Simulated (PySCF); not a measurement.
ClH5O2Si2, SMILES O[SiH](O)[SiH2]Cl. Atoms are numbered in the order given.

```xyz
10

O     -1.4661     1.3228    -0.1607
Si    -1.2957    -0.2518     0.3389
O     -1.6206    -1.3767    -0.8411
Si     0.9867    -0.5246     0.7915
Cl     1.8557     0.7879    -0.5976
H     -0.7165     1.6570    -0.6702
H     -2.2250    -0.4022     1.4923
H     -2.5206    -1.4066    -1.1821
H      1.5487    -1.8851     0.5587
H      1.3869    -0.0572     2.1515
```

Coordinates come from a PBE0-D3(BJ)/def2-SVP optimisation. The structure was generated by enumeration, and PubChem lists no compound with its InChIKey, so it may never have been made. Other conformers were not sampled.

Two levels are set side by side: PBE/pcSseg-1 (PySCF) and PBE0/pcSseg-1 (PySCF). GIAO shifts against H2O (¹⁷O), HCl (³⁵Cl), TMS (²⁹Si), TMS (¹H) at the same level; non-relativistic, no solvent, atoms listed together averaged. Without spin–orbit terms, shifts of atoms bonded to Cl or Br come out too high at both levels. Differences are taken from unrounded values.

| quantity | PBE0 | PBE | PBE minus PBE0 |
|---|---|---|---|
| δ(²⁹Si) of Si2 (ppm) | -15.9 | -17.1 | -1.2 |
| δ(²⁹Si) of Si4 (ppm) | -22.0 | -23.0 | -1.1 |
| δ(³⁵Cl) of Cl5 (ppm) | -120.8 | -113.4 | 7.4 |
| δ(¹H) of H7 (ppm) | 5.37 | 5.65 | 0.28 |

Rough cost on one machine, each run with all the roots and properties that it gave: PBE0 against PBE within a factor of 2.
